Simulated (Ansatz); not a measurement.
Computed with Ansatz on PBE0-D4/def2-TZVP structures; ΔE is electronic, products minus reactants. CCSD(T)/CBS adds triple-zeta CCSD(T) − MP2 to the extrapolated MP2 energy (def2 sets, frozen cores). This one scheme is used for every species. DFT in def2-TZVPP. Elements past krypton have def2 core potentials. For Sn outer-core shells are correlated without core-valence functions, which leaves a few kJ/mol of doubt a bond. One conformer a species, not always the lowest.

Consider the cleavage of the Sn–Si bond: `CO[SiH2][SnH3]` + CH₃OH → `C[O][SnH3]` + `CO[SiH3]`.

```json
{"level": "PBE0", "ΔE (kJ/mol)": "19.7"}
{"level": "MP2/def2-QZVPP", "ΔE (kJ/mol)": "3.5"}
```

Q: What does CCSD(T)/CBS give? (An estimate is asked.)

A: Computed: +6.5 kJ/mol. The listed levels differ from it by 13.2, -3.0 kJ/mol.

Largest T1 diagnostic among the species: 0.013.

The D4 term adds +3.1 kJ/mol with B3LYP and +2.0 kJ/mol with PBE0; it sums over pairs of atoms, weighted by their polarisabilities, and B3LYP, whose exchange is more repulsive, gets the larger term. In def2-TZVPP, CCSD(T) changes the Hartree–Fock value by +13.6 kJ/mol (the triples alone add +0.1 kJ/mol) and MP2 by +11.5 kJ/mol.

B3LYP here is the variant with VWN-RPA as its local correlation; programs differ in this.
